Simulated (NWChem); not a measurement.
System: AuCl; SMILES [Cl][Au]

Excerpt of the output:

```
             Northwest Computational Chemistry Package (NWChem) 7.3.0
             --------------------------------------------------------

 ORDER OF PRIMARY AXIS IS BEING SET TO 4
 C4V symmetry detected

                             Geometry "geometry" -> ""
                             -------------------------

 Output coordinates in angstroms (scale by  1.889725989 to convert to a.u.)

  No.       Tag          Charge          X              Y              Z
 ---- ---------------- ---------- -------------- -------------- --------------
    1 Au                  79.0000     0.00000000     0.00000000    -0.39896379
    2 Cl                  17.0000     0.00000000     0.00000000     1.85400821

 Effective nuclear repulsion energy (a.u.)     315.4433545586

      Symmetry information
      --------------------

 Group name             C4v
 Group number             18
 Group order               8
 No. of unique centers     2

                                 NWChem DFT Module
                                 -----------------

 Summary of "ao basis" -> "ao basis" (spherical)
 ------------------------------------------------------------------------------
       Tag                 Description            Shells   Functions and Types
 ---------------- ------------------------------  ------  ---------------------
 Au                        def2-qzvp                20       72   7s5p4d3f1g
 Cl                        def2-qzvp                22       70   9s6p4d2f1g

      Symmetry analysis of basis
      --------------------------

        a1         44
        a2          2
        b1         15
        b2         15
        e          66

            General Information
            -------------------
          SCF calculation type: DFT
          Wavefunction type:  closed shell.
          No. of atoms     :     2
          No. of electrons :    36
           Alpha electrons :    18
            Beta electrons :    18
          Charge           :     0
          Spin multiplicity:     1
          Use of symmetry is: on ; symmetry adaption is: on
          Maximum number of iterations: 150
          AO basis - number of functions:   142
                     number of shells:    42
          Convergence on energy requested:  1.00D-06
          Convergence on density requested:  1.00D-05
          Convergence on gradient requested:  5.00D-04

              XC Information
              --------------
                         B3LYP Method XC Potential
                     Hartree-Fock (Exact) Exchange  0.200
                        Slater Exchange Functional  0.800 local
                    Becke 1988 Exchange Functional  0.720 non-local
              Lee-Yang-Parr Correlation Functional  0.810
                  VWN I RPA Correlation Functional  0.190 local

             Grid Information
             ----------------
          Grid used for XC integration:  medium
          Radial quadrature: Mura-Knowles
          Angular quadrature: Lebedev.
          Tag              B.-S. Rad. Rad. Pts. Rad. Cut. Ang. Pts.
          ---              ---------- --------- --------- ---------
          Au                  1.35      123          11.0       590
          Cl                  1.00       88          11.0       590
          Grid pruning is: on
          Number of quadrature shells:   211
          Spatial weights used:  Erf1

      Superposition of Atomic Density Guess
      -------------------------------------

 Sum of atomic energies:        -611.97432627

      Non-variational initial energy
      ------------------------------

 Total energy =    -594.137825
 1-e energy   =   -1023.524543
 2-e energy   =     353.520595
 HOMO         =      -0.407614
 LUMO         =      -0.185583

      Symmetry analysis of molecular orbitals - initial
      -------------------------------------------------

 !! scf_movecs_sym_adapt:   30 vectors were symmetry contaminated

  Symmetry fudging

 !! scf_movecs_sym_adapt:   30 vectors were symmetry contaminated

  Numbering of irreducible representations:

     1 a1          2 a2          3 b1          4 b2          5 e

  Orbital symmetries:

     1 a1          2 a1          3 a1          4 e           5 e
     6 a1          7 a1          8 e           9 e          10 a1
    11 a1         12 e          13 e          14 b1         15 b2
    16 a1         17 e          18 e          19 a1         20 e
    21 e          22 a1         23 a1         24 e          25 e
    26 a1         27 a1         28 e

     ---------------------------------------------
      Total Density - Mulliken Population Analysis
     ---------------------------------------------

    Atom       Charge   Shell Charges
 -----------   ------   -------------------------------------------------------
    1 Au  19    18.57   0.02 -0.47  1.55  0.89  0.30  0.31  0.09  2.62  2.88  0.51  0.03  0.00  2.25  4.37  2.76  0.44  0.00  0.00  0.01  0.00
    2 Cl  17    17.43   1.64  0.01  0.28  0.31  1.08  0.61  0.43  1.15  0.45  5.83 -0.00  0.67  1.94  2.30  0.69  0.00  0.00  0.01  0.02  0.01  0.00  0.00

   convergence    iter        energy       DeltaE   RMS-Dens  Diis-err
 ---------------- ----- ----------------- --------- --------- ---------
 d= 0,ls=0.0,diis     1   -596.0007380612 -6.72D+02  3.64D-03  2.09D+00
 d= 0,ls=0.0,diis     2   -596.0053669448 -4.63D-03  3.48D-03  4.58D-01
 d= 0,ls=0.0,diis     3   -596.0171538476 -1.18D-02  1.51D-03  3.24D-01
 d= 0,ls=0.0,diis     4   -596.0420891189 -2.49D-02  2.62D-04  2.84D-03
 d= 0,ls=0.0,diis     5   -596.0423640912 -2.75D-04  1.23D-04  4.31D-04
  Resetting Diis
 d= 0,ls=0.0,diis     6   -596.0424089112 -4.48D-05  3.51D-05  7.91D-05
 d= 0,ls=0.0,diis     7   -596.0424178779 -8.97D-06  7.24D-06  1.81D-06
 d= 0,ls=0.0,diis     8   -596.0424178644  1.35D-08  3.42D-06  2.35D-06

         Total DFT energy =     -596.042417864394
      One electron energy =    -1025.499859141129
           Coulomb energy =      394.735376271328
    Exchange-Corr. energy =      -41.144058242864
 Nuclear repulsion energy =       75.866123248271

 Numeric. integr. density =       35.999999880489

                  Occupations of the irreducible representations
                  ----------------------------------------------

                     irrep           alpha         beta
                     --------     --------     --------
                     a1                8.0          8.0
                     a2                0.0          0.0
                     b1                1.0          1.0
                     b2                1.0          1.0
                     e                 8.0          8.0

                       DFT Final Molecular Orbital Analysis
                       ------------------------------------

 Vector   16  Occ=2.000000D+00  E=-3.025346D-01  Symmetry=a1
              MO Center= -2.4D-14,  6.1D-16,  1.2D-01, r^2= 2.3D+00
   Bfn.  Coefficient  Atom+Function         Bfn.  Coefficient  Atom+Function
  ----- ------------  ---------------      ----- ------------  ---------------
    30      0.306076  1 Au d  0               3      0.300004  1 Au s
     5     -0.297923  1 Au s                  6     -0.244097  1 Au s
    35      0.231532  1 Au d  0              96      0.207151  2 Cl pz
     2     -0.198627  1 Au s                 25      0.195264  1 Au d  0
     4      0.187476  1 Au s                 93      0.173727  2 Cl pz

 Vector   17  Occ=2.000000D+00  E=-2.883198D-01  Symmetry=e
              MO Center= -1.5D-15,  5.0D-16,  1.2D+00, r^2= 2.3D+00
   Bfn.  Coefficient  Atom+Function         Bfn.  Coefficient  Atom+Function
  ----- ------------  ---------------      ----- ------------  ---------------
    94      0.361341  2 Cl px                91      0.332195  2 Cl px
    31      0.237685  1 Au d  1              82     -0.236332  2 Cl px
    97      0.182916  2 Cl px                36      0.178860  1 Au d  1
    26      0.151658  1 Au d  1              88      0.136000  2 Cl px
    95     -0.090250  2 Cl py                92     -0.082971  2 Cl py

 Vector   18  Occ=2.000000D+00  E=-2.883198D-01  Symmetry=e
              MO Center=  1.5D-14,  6.1D-14,  1.2D+00, r^2= 2.3D+00
   Bfn.  Coefficient  Atom+Function         Bfn.  Coefficient  Atom+Function
  ----- ------------  ---------------      ----- ------------  ---------------
    95      0.361341  2 Cl py                92      0.332195  2 Cl py
    29     -0.237685  1 Au d -1              83     -0.236332  2 Cl py
    98      0.182916  2 Cl py                34     -0.178860  1 Au d -1
    24     -0.151658  1 Au d -1              89      0.136000  2 Cl py
    94      0.090250  2 Cl px                91      0.082971  2 Cl px

 Vector   19  Occ=0.000000D+00  E=-1.544372D-01  Symmetry=a1
              MO Center=  2.9D-14,  3.3D-16, -6.1D-01, r^2= 3.9D+00
   Bfn.  Coefficient  Atom+Function         Bfn.  Coefficient  Atom+Function
  ----- ------------  ---------------      ----- ------------  ---------------
     6      0.572834  1 Au s                  3     -0.321754  1 Au s
     7      0.272014  1 Au s                  5      0.255895  1 Au s
    96      0.252199  2 Cl pz                 4     -0.215164  1 Au s
     2      0.213408  1 Au s                 19     -0.203593  1 Au pz
    99      0.193983  2 Cl pz                93      0.191825  2 Cl pz

 Vector   20  Occ=0.000000D+00  E=-1.715277D-02  Symmetry=e
              MO Center=  1.4D-15, -6.9D-15, -5.4D-01, r^2= 8.4D+00
   Bfn.  Coefficient  Atom+Function         Bfn.  Coefficient  Atom+Function
  ----- ------------  ---------------      ----- ------------  ---------------
    21      0.586342  1 Au py                18      0.513378  1 Au py
    98     -0.176818  2 Cl py                12     -0.166752  1 Au py
    20     -0.133371  1 Au px                17     -0.116775  1 Au px
    15      0.110976  1 Au py                92     -0.104897  2 Cl py
     9      0.078531  1 Au py                83      0.057421  2 Cl py

 Vector   21  Occ=0.000000D+00  E=-1.715277D-02  Symmetry=e
              MO Center= -1.5D-15, -3.3D-16, -5.4D-01, r^2= 8.4D+00
   Bfn.  Coefficient  Atom+Function         Bfn.  Coefficient  Atom+Function
  ----- ------------  ---------------      ----- ------------  ---------------
    20      0.586342  1 Au px                17      0.513378  1 Au px
    97     -0.176818  2 Cl px                11     -0.166752  1 Au px
    21      0.133371  1 Au py                18      0.116775  1 Au py
    14      0.110976  1 Au px                91     -0.104897  2 Cl px
     8      0.078531  1 Au px                82      0.057421  2 Cl px

     ---------------------------------------------
      Total Density - Mulliken Population Analysis
     ---------------------------------------------

    Atom       Charge   Shell Charges
 -----------   ------   -------------------------------------------------------
    1 Au  19    18.59   0.02 -0.49  1.63  0.82  0.37  0.28  0.08  2.66  2.89  0.49  0.07  0.01  2.13  4.14  2.89  0.60  0.00  0.00  0.01  0.00
    2 Cl  17    17.41   1.65  0.00  0.29  0.31  1.05  0.63  0.47  1.12  0.46  5.87 -0.05  0.73  1.86  2.18  0.78  0.00  0.00  0.02  0.03  0.01  0.00  0.00

     -------------------------------------------
      Total Density - Lowdin Population Analysis
     -------------------------------------------

    Atom       Charge   Shell Charges
 -----------   ------   -------------------------------------------------------
    1 Au  19    18.90   0.01  0.02  0.85  0.97  0.37  0.33  0.18  2.60  2.44  0.94  0.21  0.06  2.30  3.85  2.85  0.86  0.00  0.00  0.08  0.00
    2 Cl  17    17.10   0.99  0.68  0.32  0.45  0.82  0.67  0.50  0.78  0.51  3.60  2.01  1.02  1.74  1.94  0.95  0.00  0.00  0.02  0.08  0.04  0.00  0.00

     Multipole analysis of the density
     ---------------------------------

     L   x y z        total         alpha         beta         nuclear
     -   - - -        -----         -----         ----         -------
     0   0 0 0     -0.000000    -18.000000    -18.000000     36.000000

     1   1 0 0      0.000000      0.000000      0.000000      0.000000
     1   0 1 0      0.000000      0.000000      0.000000      0.000000
     1   0 0 1     -1.435851    -23.335893    -23.335893     45.235935

     2   2 0 0    -26.706254    -13.353127    -13.353127      0.000000
     2   1 1 0     -0.000000     -0.000000     -0.000000      0.000000
     2   1 0 1      0.000000      0.000000      0.000000      0.000000
     2   0 2 0    -26.706254    -13.353127    -13.353127      0.000000
     2   0 1 1      0.000000      0.000000      0.000000      0.000000
     2   0 0 2    -26.321249   -122.897930   -122.897930    219.474611

            General Information
            -------------------
          SCF calculation type: DFT
          Wavefunction type:  closed shell.
          No. of atoms     :     2
          No. of electrons :    36
           Alpha electrons :    18
            Beta electrons :    18
          Charge           :     0
          Spin multiplicity:     1
          Use of symmetry is: on ; symmetry adaption is: on
          Maximum number of iterations: 150
          AO basis - number of functions:   142
                     number of shells:    42
          Convergence on energy requested:  1.00D-06
          Convergence on density requested:  1.00D-05
          Convergence on gradient requested:  5.00D-04

              XC Information
              --------------
                         B3LYP Method XC Potential
                     Hartree-Fock (Exact) Exchange  0.200
                        Slater Exchange Functional  0.800 local
                    Becke 1988 Exchange Functional  0.720 non-local
              Lee-Yang-Parr Correlation Functional  0.810
                  VWN I RPA Correlation Functional  0.190 local

             Grid Information
             ----------------
          Grid used for XC integration:  medium
          Radial quadrature: Mura-Knowles
          Angular quadrature: Lebedev.
          Tag              B.-S. Rad. Rad. Pts. Rad. Cut. Ang. Pts.
          ---              ---------- --------- --------- ---------
          Au                  1.35      123          11.0       590
          Cl                  1.00       88          11.0       590
          Grid pruning is: on
          Number of quadrature shells:   211
          Spatial weights used:  Erf1

          Convergence Information
          -----------------------
          Convergence aids based upon iterative change in
          total energy or number of iterations.
          Levelshifting, if invoked, occurs when the
          HOMO/LUMO gap drops below (HL_TOL):  1.00D-02
          DIIS, if invoked, will attempt to extrapolate
          using up to (NFOCK): 10 stored Fock matrices.

                    Damping( 0%)  Levelshifting(0.5)       DIIS
                  --------------- ------------------- ---------------
          dE  on:    start            ASAP                start
          dE off:    2 iters        150 iters           150 iters

                            NWChem DFT Gradient Module
                            --------------------------

  charge          =   0.00
  wavefunction    = closed shell

  Using symmetry

                         DFT ENERGY GRADIENTS

    atom               coordinates                        gradient
                 x          y          z           x          y          z
   1 Au      0.000000   0.000000  -0.753932    0.000000   0.000000  -0.001723
   2 Cl      0.000000   0.000000   3.503567    0.000000   0.000000   0.001723
```

Level: B3LYP/def2-QZVP with def2 effective core potentials on Au. All runs use the structure optimised with PBE0/def2-SVP. def2 effective core potentials on Au; no spin-orbit coupling.

Task: Which NWChem input produces such a log?

Result: One answer among several that fit: the input that was run:
```
start job
memory heap 200 mb stack 900 mb global 1100 mb
geometry units angstroms noautoz
  Au     0.000000     0.000000    -0.404103
  Cl     0.000000     0.000000     1.848869
end
basis spherical
  Au library def2-qzvp
  Cl library def2-qzvp
end
ecp
  Au library def2-ecp
end
dft
  xc b3lyp
  iterations 150
  mulliken
end
task dft gradient
```
